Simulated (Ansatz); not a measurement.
Computed with Ansatz on PBE0-D4/def2-TZVP structures; ΔE is electronic, products minus reactants. CCSD(T)/CBS adds triple-zeta CCSD(T) − MP2 to the extrapolated MP2 energy (def2 sets, frozen cores). This one scheme is used for every species, atoms too. No spin–orbit coupling; open shells (•) take unrestricted orbitals. Spin–orbit coupling would lower the free atoms: a little for C, Cl, O, Si. Each species was taken in one conformer, which may not be the lowest.

`CC(C)(C)O[Si](Cl)(Cl)OC(C)(C)C` → 8 C• + 2 Cl• + 18 H• + 2 O• + Si•  (atomization)

`CC(C)(C)O[Si](Cl)(Cl)OC(C)(C)C`:

Cartesian coordinates in Å:
```
C -1.304 3.100 -1.923
C -0.591 1.876 -1.378
C 0.746 2.260 -0.767
C -0.417 0.822 -2.459
O -1.468 1.342 -0.369
Si -1.235 0.351 0.869
Cl -3.073 -0.384 1.353
Cl -0.570 1.381 2.516
O -0.202 -0.813 0.469
C 0.528 -1.844 1.156
C 1.869 -1.265 1.575
C 0.714 -2.955 0.138
C -0.251 -2.346 2.359
H -1.450 3.838 -1.132
H -2.282 2.822 -2.319
H -0.720 3.558 -2.724
H 1.389 2.707 -1.528
H 0.609 2.985 0.038
H 1.259 1.384 -0.364
H 0.199 1.211 -3.273
H -1.388 0.536 -2.866
H 0.065 -0.068 -2.051
H 1.733 -0.446 2.283
H 2.408 -0.887 0.704
H 2.482 -2.034 2.051
H -0.256 -3.340 -0.185
H 1.288 -3.777 0.570
H 1.247 -2.582 -0.739
H -0.407 -1.549 3.090
H -1.225 -2.735 2.056
H 0.303 -3.148 2.850
```

```json
{"species": "`CC(C)(C)O[Si](Cl)(Cl)OC(C)(C)C`", "CCSD(T)/CBS(def2) energy (Eh)": "-1674.48755"}
{"species": "C•", "CCSD(T)/CBS(def2) energy (Eh)": "-37.79194"}
{"species": "Cl•", "CCSD(T)/CBS(def2) energy (Eh)": "-459.70966"}
{"species": "H•", "CCSD(T)/CBS(def2) energy (Eh)": "-0.50000"}
{"species": "O•", "CCSD(T)/CBS(def2) energy (Eh)": "-75.00631"}
{"species": "Si•", "CCSD(T)/CBS(def2) energy (Eh)": "-288.94402"}
```

(1) Work out ΔE.

Largest T1 diagnostic among the species: 0.012.

Results:

(1) ΔE = 18 × (-0.50000) + 8 × (-37.79194) + 2 × (-459.70966) + 2 × (-75.00631) + (-288.94402) − (-1674.48755) = 4.77607 Eh = +129.96 eV.

From BLYP to BHLYP (50 % exact exchange), in def2-TZVPP and without D4, ΔE moves by −1.38 eV: exact exchange takes away binding that semilocal exchange gives to molecules. The D4 term adds +1.68 eV with B3LYP and +0.93 eV with PBE0; it sums over pairs of atoms, weighted by their polarisabilities, and B3LYP, whose exchange is more repulsive, gets the larger term. In def2-TZVPP, CCSD(T) changes the Hartree–Fock value by +29.96 eV (the triples alone add +1.80 eV) and MP2 by +32.15 eV; breaking electron pairs costs correlation energy, which Hartree–Fock lacks.

B3LYP here is the variant with VWN-RPA as its local correlation; programs differ in this.

For atomizations the MP2-based limit and the directly extrapolated one differ by several kJ/mol either way, and by 10 to 25 for some Ge, Se and Sn compounds, so smaller differences from it don't rank the levels.
